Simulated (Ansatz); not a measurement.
Conformers and stereoisomers of `N[SiH](O)[SiH](N)Cl`, each relaxed with PBE0-D4/def2-TZVP in Ansatz. CBS adds the triple-zeta coupled-cluster correction to the MP2 limit.

Not all of them had a frequency check.

Conformer A:

```xyz
13

N    -1.118    1.440    0.426
Si   -1.150   -0.035   -0.452
O    -1.430    0.036   -2.077
Si    0.988   -0.901   -0.088
N     1.355   -0.859    1.573
Cl    2.163    0.392   -1.273
H    -0.368    2.098    0.276
H    -1.975    1.919    0.654
H    -2.282   -0.825    0.087
H    -0.704    0.352   -2.620
H     1.329   -2.249   -0.602
H     0.994   -0.111    2.144
H     2.199   -1.256    1.953
```

Conformer B:

Cartesian coordinates in Å:
```
N 0.659 1.071 1.324
Si 0.937 0.590 -0.298
O 2.293 -0.304 -0.603
Si -0.847 -0.810 -0.880
N -1.798 -0.984 0.531
Cl -1.843 0.076 -2.486
H 1.020 1.937 1.690
H 0.511 0.389 2.051
H 0.995 1.867 -1.060
H 3.144 0.133 -0.542
H -0.507 -2.171 -1.359
H -1.997 -0.160 1.078
H -2.568 -1.635 0.556
```

**Question.** Which is lowest in electronic energy at CCSD(T)/CBS (frozen core, def2 sets), and by how much? (Estimate.)

**Answer.** Computed: A; B lies 5.6 kJ/mol higher.

**Question.** Give the energies relative to A (kJ/mol) with PBE-D4/def2-TZVPP, PBE0-D4/def2-TZVPP, B3LYP-D4/def2-TZVPP, r2SCAN/def2-TZVPP, HF/def2-QZVPP, SCS-MP2/def2-QZVPP, CCSD/CBS(def2). (Best estimate.)

**Answer.** The calculation gave: 
```json
{"level": "PBE-D4/def2-TZVPP", "B": "7.4"}
{"level": "PBE0-D4/def2-TZVPP", "B": "6.8"}
{"level": "B3LYP-D4/def2-TZVPP", "B": "6.5"}
{"level": "r2SCAN/def2-TZVPP", "B": "7.3"}
{"level": "HF/def2-QZVPP", "B": "3.3"}
{"level": "SCS-MP2/def2-QZVPP", "B": "5.2"}
{"level": "CCSD/CBS(def2)", "B": "5.0"}
```

B3LYP here is the variant with VWN-RPA as its local correlation; programs differ in this.
